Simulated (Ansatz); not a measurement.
`FC(F)=CC=C(F)F`. Charge 0, multiplicity 1.

Z-matrix (Å, degrees):
```
C
F 1 1.314
C 1 1.324 2 125.1
F 1 1.312 2 110.3 3 -180.0
C 3 1.443 1 123.1 2 0.0
H 3 1.081 1 116.7 2 -180.0
C 5 1.324 3 123.1 1 180.0
H 5 1.081 3 120.2 1 -0.0
F 7 1.314 5 125.1 3 0.0
F 7 1.312 5 124.6 3 -180.0
```

Problem. What are the harmonic wavenumbers in cm⁻¹ at PBE0-D4/def2-TZVP (Ansatz, finite differences of forces, unscaled)? (Estimate.)

Solution. The calculation gave: 76, 116, 127, 230, 385, 391, 557, 586, 607, 615, 626, 844, 858, 958, 967, 1193, 1198, 1306, 1356, 1418, 1781, 1833, 3234, 3243.

Problem. Is this a minimum?

Solution. Yes, all 24 modes are real.

Problem. Give the ideal-gas thermochemistry at 298.15 K and 1 bar (rigid rotor, harmonic oscillator; point group C2h, symmetry number 2).

Solution. Zero-point energy 146.6 kJ/mol; H(298) − E = 168.1 kJ/mol; entropy 355.6 J/(mol·K), of which translation 169.2, rotation 115.1, vibration 71.3; G(298) − E = 62.0 kJ/mol. Modes under 100 cm⁻¹ are hindered rotations or soft bends, so the harmonic entropy is rough.

Problem. And at 400, 500, 600, 800 and 1000 K?

Solution. 
| T (K) | H − E (kJ/mol) | S (J/mol/K) | G − E (kJ/mol) |
| --- | --- | --- | --- |
| 400 | 180.6 | 391.5 | 24.0 |
| 500 | 194.8 | 423.2 | -16.8 |
| 600 | 210.5 | 451.8 | -60.6 |
| 800 | 245.3 | 501.8 | -156.1 |
| 1000 | 283.2 | 544.0 | -260.8 |
